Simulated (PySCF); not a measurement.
Ionisation energy along the 20-electron series

Calculated with PySCF 2.14 and a two-component X2C-1e Hamiltonian (Gaussian nucleus, no Breit or QED terms), each ion in its own even-tempered basis scaled to its charge; GMP2 freezes [Ne] and drops the highest virtual spinors. Values in eV. NIST values: (m) measured, (s) semi-empirical, (t) theoretical.

```csv
ion,configuration,GHF (spin-free),GMP2 (spin-free),GHF (screened spin-orbit),GMP2 (screened spin-orbit),NIST
Tc²³⁺,[Ar] 3d2,1099.2,1099.2,1100.7,1100.7,1102 ± 4 (t)
Ru²⁴⁺,[Ar] 3d2,1184.2,1184.1,1186.0,1186.0,1187 ± 4 (t)
Rh²⁵⁺,[Ar] 3d2,1272.2,1272.1,1274.3,1274.3,1274 ± 4 (t)
```

Between Z = 43 and Z = 45 the GMP2 (screened spin-orbit) value grows as Z to the power 3.22.
